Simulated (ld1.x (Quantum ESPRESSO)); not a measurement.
**An all-electron radial function and its pseudo partner (Ni)**

Columns: radius, all-electron u(r) and pseudo u(r) of the 3s shell (level -112.75 eV) of nickel in the configuration [Ne] 3s2 3p6 3d8 4s1 4p1; PBEsol, scalar-relativistic, PAW scheme, ld1.x (Quantum ESPRESSO) 7.5.

```json
{"r (bohr)": "0.088", "all-electron": "-0.2187", "pseudo": "0.3650"}
{"r (bohr)": "0.175", "all-electron": "-0.6900", "pseudo": "0.6993"}
{"r (bohr)": "0.262", "all-electron": "-0.2816", "pseudo": "0.9839"}
{"r (bohr)": "0.350", "all-electron": "0.3647", "pseudo": "1.2035"}
{"r (bohr)": "0.438", "all-electron": "0.8824", "pseudo": "1.3442"}
{"r (bohr)": "0.525", "all-electron": "1.1801", "pseudo": "1.4040"}
{"r (bohr)": "0.612", "all-electron": "1.2919", "pseudo": "1.3913"}
{"r (bohr)": "0.700", "all-electron": "1.2746", "pseudo": "1.3177"}
{"r (bohr)": "0.788", "all-electron": "1.1800", "pseudo": "1.2004"}
{"r (bohr)": "0.875", "all-electron": "1.0500", "pseudo": "1.0603"}
{"r (bohr)": "0.962", "all-electron": "0.9087", "pseudo": "0.9130"}
{"r (bohr)": "1.050", "all-electron": "0.7693", "pseudo": "0.7702"}
{"r (bohr)": "1.138", "all-electron": "0.6414", "pseudo": "0.6414"}
{"r (bohr)": "1.225", "all-electron": "0.5299", "pseudo": "0.5299"}
{"r (bohr)": "1.312", "all-electron": "0.4340", "pseudo": "0.4340"}
{"r (bohr)": "1.400", "all-electron": "0.3521", "pseudo": "0.3521"}
{"r (bohr)": "1.487", "all-electron": "0.2847", "pseudo": "0.2847"}
{"r (bohr)": "1.575", "all-electron": "0.2286", "pseudo": "0.2286"}
{"r (bohr)": "1.662", "all-electron": "0.1834", "pseudo": "0.1834"}
{"r (bohr)": "1.750", "all-electron": "0.1462", "pseudo": "0.1462"}
{"r (bohr)": "1.838", "all-electron": "0.1163", "pseudo": "0.1163"}
{"r (bohr)": "1.925", "all-electron": "0.0925", "pseudo": "0.0925"}
{"r (bohr)": "2.012", "all-electron": "0.0735", "pseudo": "0.0735"}
{"r (bohr)": "2.100", "all-electron": "0.0581", "pseudo": "0.0581"}
{"r (bohr)": "2.188", "all-electron": "0.0459", "pseudo": "0.0459"}
{"r (bohr)": "2.275", "all-electron": "0.0363", "pseudo": "0.0363"}
```

(1) How many radial nodes do the two functions have?

(2) At about which radius was the pseudo-wave matched?

(3) Is the pseudo-wave norm-conserving?

Answers

(1) The all-electron 3s function has n − l − 1 = 2 (the table is too coarse to show those close to the nucleus); the pseudo-wave has 0, since the states of the same l below it are removed with the core.

(2) 1.15 bohr, where the columns begin to agree (steps of 0.09 bohr).

(3) No, it belongs to a PAW set: the norm inside the radius is not constrained, and the difference is carried by the augmentation charge.
